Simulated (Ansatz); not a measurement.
A nudged elastic band was laid between two geometries of C2H8Si + H2O (14 atoms, charge 0, multiplicity 1).

Level of theory: RKS BLYP/def2-SVP in Ansatz 0.2.0.

| Quantity | Value |
| --- | --- |
| movable images | 9 |
| climbing image | yes |
| spring | 50.0 eV/Å² |
| optimiser | quadratic models (default) |
| start path | through a guess of the saddle point |
| force threshold | 0.03 eV/Å |
| iteration limit | 60 |
| end points | relaxed |

First end point:

```xyz
14
Properties=species:S:1:pos:R:3
Si -0.053 0.278 -0.380
H 1.425 0.355 -0.668
C -0.421 -1.238 0.697
C -0.996 0.264 -2.032
H -0.413 1.534 0.371
H 2.379 0.619 1.622
O 1.848 0.625 2.443
H -1.498 -1.301 0.956
H 0.167 -1.146 1.631
H -0.135 -2.180 0.186
H -2.093 0.240 -1.866
H -0.763 1.167 -2.633
H -0.726 -0.626 -2.638
H 1.279 1.410 2.313
```

Last end point:

```xyz
14
Properties=species:S:1:pos:R:3
Si -0.648 0.396 0.262
H 4.064 0.421 0.043
C -0.885 -1.355 0.954
C -0.818 0.430 -1.617
H -1.677 1.303 0.893
H 3.306 0.542 0.085
O 0.911 0.990 0.588
H -1.905 -1.732 0.731
H -0.757 -1.380 2.057
H -0.153 -2.063 0.513
H -1.826 0.087 -1.929
H -0.667 1.455 -2.011
H -0.068 -0.233 -2.096
H 1.125 1.138 1.527
```

Q: Which bonds break or form, and what moves?

A: Bonds broken: Si1–H2, H6–O7. Bonds formed: Si1–O7, H2–H6. C2H8Si + H2O becomes C2H8OSi + H2.

Q: What energy profile does the band end with?

A: It converged. The highest image is number 4 of 0 to 10, 36.2 kcal/mol above the first end and 50.9 kcal/mol above the last; the last end lies 14.7 kcal/mol below the first. Neighbouring images differ by up to 1.4 eV, so the band resolves the path poorly. Another band between the same ends (9 images) ends at a top of the same energy, where a vibrational analysis finds 1 clearly imaginary mode. The orbitals stay closed-shell, which can raise the energy where a bond breaks towards radicals; this wasn't checked here.

```csv
image,path coordinate (Å),energy (kcal/mol),Si1–H2 (Å),H6–O7 (Å),Si1–O7 (Å)
0,0.00,0.0,1.51,0.98,3.42
1,1.28,1.4,1.51,0.98,3.36
2,2.56,3.6,1.50,0.98,3.49
3,3.85,9.0,1.52,0.98,2.97
4,5.13,36.2,1.81,1.14,1.98
5,5.93,5.0,2.38,1.73,1.75
6,6.72,-9.7,3.10,2.09,1.71
7,7.52,-13.4,3.72,2.37,1.70
8,8.32,-14.3,4.16,2.47,1.70
9,9.11,-14.6,4.49,2.49,1.70
10,9.91,-14.7,4.72,2.49,1.70
```

Q: What is the geometry of the highest image?

A: 
```xyz
14
Properties=species:S:1:pos:R:3
Si -0.118 0.232 0.141
H 1.538 -0.370 -0.252
C -0.515 -1.475 0.894
C -0.550 0.537 -1.680
H -1.099 1.118 0.903
H 1.833 0.531 0.374
O 1.298 1.448 0.802
H -1.614 -1.588 1.015
H -0.065 -1.561 1.905
H -0.122 -2.310 0.281
H -1.652 0.583 -1.809
H -0.135 1.515 -2.002
H -0.136 -0.245 -2.347
H 1.336 1.583 1.775
```

Run time: 8 min on 2 threads of AMD EPYC 9R14 (Zen 4) (shared host), peak memory 0.16 GiB.
